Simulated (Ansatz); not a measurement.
Geometry optimisation, RHF/def2-SVP (Ansatz).

Input file:

```yaml
crystal:
  periodic: [false, false, false]
  atoms:
    - { symbol: Zr, position_ang: [0.0, 0.0, 0.0] }
    - { symbol: Cl, position_ang: [0.0, 0.0, 2.52] }
    - { symbol: Cl, position_ang: [2.3764, 0.0, -0.8392] }
    - { symbol: Cl, position_ang: [-1.1869, 2.0563, -0.8392] }
    - { symbol: Cl, position_ang: [-1.1869, -2.0563, -0.8392] }
basis:
  gaussian: { orbitals: def2-SVP }
hamiltonian:
  xc: hf
relax:
  f_tol: 0.02
  max_steps: 40
output:
  orbitals: {}
```

Launched with:

```bash
$ ansatz run input.yaml --threads 1 --pin off --max-ram 2048MiB --backend cpu --events-out ev --progress --plain --runs-dir out
```

Problem. Where does it end, and by what steps?

Solution. It converged. After 3 steps the energy has fallen by 0.920 eV; Cl3 moved furthest, 0.17 Å.

| step | energy less start (eV) | largest force component (eV/Å) | accepted |
| --- | --- | --- | --- |
| 0 | 0.0000 | 2.424 | yes |
| 1 | -0.8997 | 0.456 | yes |
| 2 | -0.9203 | 0.027 | yes |
| 3 | -0.9204 | 0.001 | yes |

```xyz
5
Properties=species:S:1:pos:R:3
Zr 0.001 0.000 0.000
Cl 0.000 0.000 2.348
Cl 2.214 0.000 -0.782
Cl -1.106 1.917 -0.782
Cl -1.106 -1.917 -0.782
```

Time of the run: 6 s on 1 thread of AMD EPYC 9R45 96-Core Processor (Zen 5) (shared host), peak memory 0.25 GiB.
